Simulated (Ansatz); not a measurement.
Consider the ligand exchange at the Si–S bond: `O[SiH2]S[SiH](O)O` + `O[SiH2]F` → `O[SiH](O)O[SiH2]F` + `O[SiH2]S`.

Calculated with Ansatz (gas phase, PBE0-D4/def2-TZVP geometries, no zero-point term in ΔE). CBS: MP2 limit from def2 TZ/QZ plus the TZ coupled-cluster correction, frozen cores. DFT in def2-TZVPP. Each species was taken in one conformer, which may not be the lowest.

`O[SiH2]S[SiH](O)O`:

Z-matrix (Å, degrees):
```
Si
S 1 2.152
O 1 1.635 2 111.9
H 1 1.485 2 107.8 3 122.7
H 1 1.477 2 106.3 3 -117.9
Si 2 2.128 1 95.9 3 -58.1
H 3 0.965 1 115.1 2 46.7
O 6 1.646 2 111.8 1 56.8
O 6 1.633 2 108.3 1 176.2
H 6 1.476 2 111.1 1 -58.6
H 8 0.961 6 116.0 2 74.1
H 9 0.958 6 118.5 2 26.7
```

`O[SiH2]F`:

Cartesian coordinates in Å:
```
O -0.455 -0.674 -0.979
Si 0.055 0.056 0.386
F -0.551 1.528 0.506
H -0.110 -0.379 -1.822
H -0.465 -0.749 1.506
H 1.527 0.219 0.402
```

`O[SiH](O)O[SiH2]F`:

Cartesian coordinates in Å:
```
O -1.279 -1.104 1.754
Si 0.008 -0.863 0.785
O 1.172 0.063 1.471
O -0.418 -0.046 -0.553
Si 0.013 0.975 -1.734
F -0.813 0.585 -3.038
H -1.823 -0.351 1.993
H 0.496 -2.213 0.456
H 1.559 -0.239 2.294
H -0.365 2.357 -1.372
H 1.449 0.836 -2.057
```

`O[SiH2]S`:

```xyz
7

O     0.559    1.379   -0.214
Si   -0.510    0.164    0.069
S     0.421   -1.727    0.397
H     1.277    1.485    0.412
H    -1.292    0.371    1.313
H    -1.376    0.146   -1.129
H     0.921   -1.818   -0.848
```

Q: Is it downhill or uphill in electronic energy at CCSD(T)/CBS, and by how much? (Estimate.)

A: Ansatz gave: Downhill: ΔE = -0.60 eV.

Q: What do these levels give: r2SCAN-D4, PBE0-D4, ωB97X-V, r2SCAN, HF/def2-TZVPP, MP2/def2-TZVPP, SCS-MP2/def2-TZVPP, CCSD/def2-TZVPP, CCSD(T)/def2-TZVPP, HF/def2-QZVPP, MP2/def2-QZVPP, MP2/CBS(def2)? (Estimate.)

A: Computed: r2SCAN-D4 -0.54, PBE0-D4 -0.47, ωB97X-V -0.58, r2SCAN -0.55, HF/def2-TZVPP -0.93, MP2/def2-TZVPP -0.57, SCS-MP2/def2-TZVPP -0.66, CCSD/def2-TZVPP -0.69, CCSD(T)/def2-TZVPP -0.63, HF/def2-QZVPP -0.96, MP2/def2-QZVPP -0.56, MP2/CBS(def2) -0.54 eV.

Largest T1 diagnostic among the species: 0.012.

In def2-TZVPP, CCSD(T) changes the Hartree–Fock value by +0.31 eV (the triples alone add +0.07 eV) and MP2 by +0.37 eV. From PBE to PBE0 (25 % exact exchange), in def2-TZVPP and without D4, ΔE moves by −0.07 eV. The D4 term adds +0.09 eV with B3LYP and +0.05 eV with PBE0; it sums over pairs of atoms, weighted by their polarisabilities, and B3LYP, whose exchange is more repulsive, gets the larger term.

B3LYP here is the variant with VWN-RPA as its local correlation; programs differ in this.
